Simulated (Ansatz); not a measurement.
The first iterations of a band of BClH3N + H2O (9 atoms, charge 0, multiplicity 1).

All numbers below come from Ansatz, RHF/def2-SVP.

```
movable images  : 7
climbing image  : yes
spring          : 5.0 eV/Å²
optimiser       : quadratic models (default)
start path      : through a guess of the saddle point
force threshold : 0.03 eV/Å
iteration limit : 60
end points      : relaxed
```

First end point:

```xyz
9
Properties=species:S:1:pos:R:3
B 0.072 -0.376 0.382
N 0.214 -0.735 1.710
H -0.543 -1.050 2.279
H 1.096 -0.687 2.177
H 0.991 -0.025 -0.287
Cl -1.551 -0.483 -0.384
O -0.704 2.746 0.538
H -1.169 2.325 -0.170
H -1.246 2.603 1.299
```

Last end point:

```xyz
9
Properties=species:S:1:pos:R:3
B -0.250 0.547 0.236
N -0.027 0.143 1.805
H -0.931 0.023 2.236
H 0.489 -0.717 1.895
H 0.849 0.645 -0.267
Cl -1.138 -0.986 -0.468
O -1.051 1.696 0.330
H -1.242 2.083 -0.509
H 0.461 0.882 2.287
```

| iteration | highest image above the first end (eV) | largest band force component (eV/Å) |
| --- | --- | --- |
| 1 | 4.447 | 12.976 |
| 2 | 2.597 | 3.797 |
| 3 | 1.894 | 6.691 |
| 4 | 1.480 | 1.488 |

Does the band converge within its limit, and where does its top end?

The forces met the threshold. It ended after 14 iterations with the highest image 1.120 eV above the first end. Neighbouring images differ by up to 1.4 eV, so the band resolves the path poorly. A vibrational analysis at the climbing image gives one clearly imaginary mode, 1794i cm⁻¹: a first-order saddle point. The orbitals stay closed-shell, which can raise the energy where a bond breaks towards radicals; this wasn't checked here.

The run took 2.2 min on 1 thread of Arm Neoverse V1, with other jobs on the host, peak memory 0.15 GiB.
